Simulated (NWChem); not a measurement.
All runs are NWChem calculations. System: C₂H₄ClFSi, charge 0, spin multiplicity 1, displaced from the optimised geometry. The structure started from a generated list of species. Level: PBE0/def2-SVP.

NWChem printed:

```
             Northwest Computational Chemistry Package (NWChem) 7.3.0
             --------------------------------------------------------

                                NWChem Input Module
                                -------------------

 Scaling coordinates for geometry "geometry" by  1.889725989
 (inverse scale =  0.529177249)

 Turning off AUTOSYM since
 SYMMETRY directive was detected!

                             Geometry "geometry" -> ""
                             -------------------------

 Output coordinates in angstroms (scale by  1.889725989 to convert to a.u.)

  No.       Tag          Charge          X              Y              Z
 ---- ---------------- ---------- -------------- -------------- --------------
    1 F                    9.0000     0.87755300    -1.27565700     0.00000000
    2 C                    6.0000     0.44606100     0.03005900     0.00000000
    3 Si                  14.0000     1.85241100     1.34806600     0.00000000
    4 C                    6.0000    -0.89258500     0.30896000     0.00000000
    5 Cl                  17.0000    -2.14849300    -0.93203700     0.00000000
    6 H                    1.0000     2.71548300     1.16945900     1.23722900
    7 H                    1.0000     2.71548300     1.16945900    -1.23722900
    8 H                    1.0000     1.20511400     2.72181800     0.00000000
    9 H                    1.0000    -1.26429000     1.35776600     0.00000000

 Effective nuclear repulsion energy (a.u.)     255.4508618272

            Nuclear Dipole moment (a.u.)
            ----------------------------
        X                 Y               Z
 ---------------- ---------------- ----------------
    -0.0000075589    -0.0000037795     0.0000000000

      Symmetry information
      --------------------

 Group name             Cs
 Group number              2
 Group order               2
 No. of unique centers     8

      Symmetry unique atoms

     1    2    3    4    5    6    8    9


 Summary of "ao basis" -> "" (spherical)
 ------------------------------------------------------------------------------
       Tag                 Description            Shells   Functions and Types
 ---------------- ------------------------------  ------  ---------------------
 *                          def2-svp                  on all atoms

                                 NWChem DFT Module
                                 -----------------

 Summary of "ao basis" -> "ao basis" (spherical)
[...]
     2   0 0 2    -33.318097    -22.125404    -22.125404     10.932711

            General Information
            -------------------
          SCF calculation type: DFT
          Wavefunction type:  closed shell.
          No. of atoms     :     9
          No. of electrons :    56
           Alpha electrons :    28
            Beta electrons :    28
          Charge           :     0
          Spin multiplicity:     1
          Use of symmetry is: on ; symmetry adaption is: on
          Maximum number of iterations: 100
          This is a Direct SCF calculation.
          AO basis - number of functions:    98
                     number of shells:    46
          Convergence on energy requested:  1.00D-06
          Convergence on density requested:  1.00D-05
          Convergence on gradient requested:  5.00D-04

              XC Information
              --------------
                         PBE0 Method XC Functional
                     Hartree-Fock (Exact) Exchange  0.250
          PerdewBurkeErnzerhof Exchange Functional  0.750
            Perdew 1991 LDA Correlation Functional  1.000 local
           PerdewBurkeErnz. Correlation Functional  1.000 non-local

             Grid Information
             ----------------
          Grid used for XC integration:  medium
          Radial quadrature: Mura-Knowles
          Angular quadrature: Lebedev.
          Tag              B.-S. Rad. Rad. Pts. Rad. Cut. Ang. Pts.
          ---              ---------- --------- --------- ---------
          F                   0.50       49          11.0       434
          C                   0.70       49          11.0       434
          Si                  1.10       88          11.0       590
          Cl                  1.00       88          13.0       590
          H                   0.35       45          12.0       434
          Grid pruning is: on
          Number of quadrature shells:   458
          Spatial weights used:  Erf1

          Convergence Information
          -----------------------
          Convergence aids based upon iterative change in
          total energy or number of iterations.
          Levelshifting, if invoked, occurs when the
          HOMO/LUMO gap drops below (HL_TOL):  1.00D-02
          DIIS, if invoked, will attempt to extrapolate
          using up to (NFOCK): 10 stored Fock matrices.

                    Damping( 0%)  Levelshifting(0.5)       DIIS
                  --------------- ------------------- ---------------
          dE  on:    start            ASAP                start
          dE off:    2 iters        100 iters           100 iters

      Screening Tolerance Information
      -------------------------------
          Density screening/tol_rho:  1.00D-10
          AO Gaussian exp screening on grid/accAOfunc:  14
          CD Gaussian exp screening on grid/accCDfunc:  20
          XC Gaussian exp screening on grid/accXCfunc:  20
          Schwarz screening/accCoul:  1.00D-08

                            NWChem DFT Gradient Module
                            --------------------------

  charge          =   0.00
  wavefunction    = closed shell

  Using symmetry

                         DFT ENERGY GRADIENTS

    atom               coordinates                        gradient
                 x          y          z           x          y          z
   1 F       1.658335  -2.410642   0.000000    0.010245  -0.028589   0.000000
   2 C       0.842933   0.056803   0.000000    0.014618   0.011197   0.000000
   3 Si      3.500549   2.547475   0.000000    0.003092   0.003594   0.000000
   4 C      -1.686741   0.583850   0.000000   -0.013648   0.009279   0.000000
   5 Cl     -4.060063  -1.761295   0.000000   -0.018030  -0.016457   0.000000
   6 H       5.131519   2.209957   2.338024    0.005897  -0.000880   0.007768
   7 H       5.131519   2.209957  -2.338024    0.005897  -0.000880  -0.007768
   8 H       2.277335   5.143490   0.000000   -0.003549   0.008911   0.000000
   9 H      -2.389162   2.565806   0.000000   -0.004524   0.013825   0.000000

                 ----------------------------------------
                 |  Time  |  1-e(secs)   |  2-e(secs)   |
                 ----------------------------------------
                 |  CPU   |       0.01   |       4.01   |
                 ----------------------------------------
                 |  WALL  |       0.01   |       4.01   |
                 ----------------------------------------

 Task  times  cpu:       13.9s     wall:       13.9s

 Total times  cpu:       13.9s     wall:       13.9s
```

Write an NWChem input that would produce this output.

One answer among several that fit: 
```
start mol
memory heap 200 mb stack 800 mb global 1000 mb
geometry units angstroms nocenter noautoz
  F      0.877553    -1.275657     0.000000
  C      0.446061     0.030059     0.000000
  Si     1.852411     1.348066     0.000000
  C     -0.892585     0.308960     0.000000
  Cl    -2.148493    -0.932037     0.000000
  H      2.715483     1.169459     1.237229
  H      2.715483     1.169459    -1.237229
  H      1.205114     2.721818     0.000000
  H     -1.264290     1.357766     0.000000
  symmetry group Cs
end
basis spherical
  * library def2-svp
end
dft
  xc pbe0
  iterations 100
  direct
end
task dft gradient
```
